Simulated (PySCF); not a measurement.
# Pr⁺: excitation energy

Pr⁺ [Xe] 4f3 6s1 (high-spin determinant) → Pr⁺ [Xe] 4f2 6s2 (high-spin determinant), as a difference of total energies. Calculation: PySCF 2.14, in cc-pVDZ-X2C (8s7p5d3f1g, 84 functions); scalar relativity by spin-free X2C-1e. Correlated levels: valence: [Kr] 4d10 frozen; valence and next inner shell: [Ar] 3d10 frozen. The calculations carry no spin-orbit coupling.

| method | excitation energy (eV) |
| --- | --- |
| UHF | 1.399 |
| LDA | 3.226 |
| PBE | 3.291 |
| PBE0 | 2.908 |
| r2SCAN | 3.841 |
| MP2 (valence) | 1.457 |
| SCS-MP2 (valence) | 1.120 |
| MP2 (valence and next inner shell) | 1.209 |
| SCS-MP2 (valence and next inner shell) | 0.915 |

Q: How much does correlation contribute at MP2 (valence and next inner shell)?

A: 1.209 − (1.399) = -0.190 eV, measured against UHF.

A first-order spin-orbit estimate (lowest level to lowest level, LS coupling) adds 0.013 eV.

The determinant of the upper state and of the lower state mixes LS terms, which raises its energy above the lowest term, most at the Hartree-Fock and MP2 levels.
